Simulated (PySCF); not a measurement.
Job file and geometry (Å, from GFN2-xTB) of an NMR shielding run on SMILES C1(P2CC=CC2)=CC=CS1, C$_{8}$H$_{9}$PS, GIAO PBE0/pcSseg-1 NMR shielding, non-relativistic, gas phase in PySCF 2.14.0, density-fitted response routines; density fitting, a coarse starting grid and PySCF grid level 2 are the driver's defaults:

```
$ OMP_NUM_THREADS=1 python probes_run.py task.json out

{"job": {"kind": "nmr", "xc": "PBE0", "basis": "pcSseg-1"}, "charge": 0, "multiplicity": 1}
C     -1.983789    -0.899226    -0.937924
C     -1.782019    -1.540192     0.199007
C     -1.411204    -0.703118     1.383517
P     -0.980733     0.993193     0.718014
C      0.734043     0.650330     0.221143
C      1.791726     1.469149     0.494710
C      3.021415     0.983565     0.002862
C      2.884886    -0.203791    -0.640272
S      1.259074    -0.755263    -0.663661
C     -1.815897     0.588173    -0.908272
H     -2.275228    -1.376589    -1.860178
H     -1.888745    -2.606460     0.322018
H     -0.572711    -1.116348     1.949515
H     -2.259301    -0.612875     2.070887
H      1.681955     2.392234     1.036159
H      3.960261     1.494579     0.122733
H      3.643074    -0.798944    -1.109779
H     -1.225335     0.965455    -1.746958
H     -2.791277     1.085379    -0.943104
```

**Question.** What does the program print?

**Answer.** 
```
coarse grid: 17520 points
cycle   1  E = -1048.9612361376  dE =  1.762e+00  |g| = 4.327e-01  |ddm| = 4.417e+00
cycle   2  E = -1048.9422601320  dE =  1.898e-02  |g| = 5.085e-01  |ddm| = 9.485e-01
cycle   3  E = -1049.0097128761  dE = -6.745e-02  |g| = 8.527e-02  |ddm| = 6.046e-01
cycle   4  E = -1049.0112866966  dE = -1.574e-03  |g| = 4.509e-02  |ddm| = 1.543e-01
cycle   5  E = -1049.0118303062  dE = -5.436e-04  |g| = 8.903e-03  |ddm| = 6.295e-02
cycle   6  E = -1049.0118496636  dE = -1.936e-05  |g| = 3.216e-03  |ddm| = 1.492e-02
cycle   7  E = -1049.0118519044  dE = -2.241e-06  |g| = 1.289e-03  |ddm| = 4.988e-03
final grid: 161688 points
cycle   8  E = -1049.0757727016  dE = -3.312e-05  |g| = 1.094e-02  |ddm| = 4.112e-02
cycle   9  E = -1049.0757438383  dE =  2.886e-05  |g| = 1.515e-02  |ddm| = 2.717e-02
cycle  10  E = -1049.0758029234  dE = -5.909e-05  |g| = 2.017e-03  |ddm| = 1.781e-02
cycle  11  E = -1049.0758040230  dE = -1.100e-06  |g| = 4.034e-04  |ddm| = 2.559e-03
cycle  12  E = -1049.0758040635  dE = -4.044e-08  |g| = 1.266e-04  |ddm| = 5.453e-04
cycle  13  E = -1049.0758040672  dE = -3.761e-09  |g| = 5.247e-05  |ddm| = 2.141e-04
cycle  14  E = -1049.0758040679  dE = -6.589e-10  |g| = 1.650e-05  |ddm| = 7.946e-05
converged SCF energy = -1049.0758040679

GIAO shielding tensors (ppm)
atom      isotropic    diamagn.    paramagn.     s11        s22        s33       span
  0 C       47.602     255.191    -207.589    -60.653     60.658    142.800    203.452
  1 C       47.625     255.169    -207.543    -60.624     60.712    142.788    203.413
  2 C      143.600     251.934    -108.333    126.977    137.351    166.473     39.496
  3 P      371.372     964.977    -593.605    334.620    387.239    392.258     57.637
  4 C       32.066     266.050    -233.984    -40.176      6.272    130.101    170.277
  5 C       45.063     249.426    -204.363    -44.566     40.189    139.567    184.133
  6 C       57.609     255.213    -197.604    -24.299     46.040    151.086    175.385
  7 C       48.220     263.526    -215.306    -41.585     43.228    143.016    184.601
  8 S      264.556    1057.837    -793.281    115.298    275.333    403.038    287.740
  9 C      143.565     252.007    -108.441    126.980    137.254    166.461     39.481
 10 H       25.418      30.507      -5.089     23.280     25.402     27.573      4.294
 11 H       25.417      30.509      -5.092     23.281     25.400     27.571      4.289
 12 H       29.056      30.992      -1.936     25.877     27.844     33.449      7.573
 13 H       28.779      29.556      -0.777     23.389     26.512     36.437     13.049
 14 H       24.141      31.791      -7.650     20.976     23.015     28.433      7.456
 15 H       24.741      29.602      -4.861     21.593     24.797     27.833      6.240
 16 H       24.555      31.277      -6.722     21.456     24.047     28.161      6.705
 17 H       29.055      30.989      -1.934     25.873     27.848     33.444      7.572
 18 H       28.778      29.555      -0.777     23.390     26.512     36.433     13.044
```

**Question.** Turn these shieldings into chemical shifts. Referencing at the same level of theory: $^{13}$C (σ = 186.93 ppm) and $^{1}$H (σ = 31.72 ppm) vs TMS; $^{31}$P (σ = 318.38 ppm) against H3PO4; $^{33}$S (σ = 503.73 ppm) vs CS2.

**Answer.** Averaging equivalent atoms: C 4: 154.9; C 5: 141.9; C 0/1: 139.3; C 7: 138.7; C 6: 129.3; C 2/9: 43.3; P 3: -53.0; S 8: 239; H 14: 7.58; H 16: 7.16; H 15: 6.98; H 10/11: 6.30; H 12/13/17/18: 2.80 ppm. Experimental scales use liquid or dissolved standards, which lie at an offset from isolated H3PO4.

Size and cost of the density-fitted run: 229 basis functions, of the order of 2.5 core-minutes.
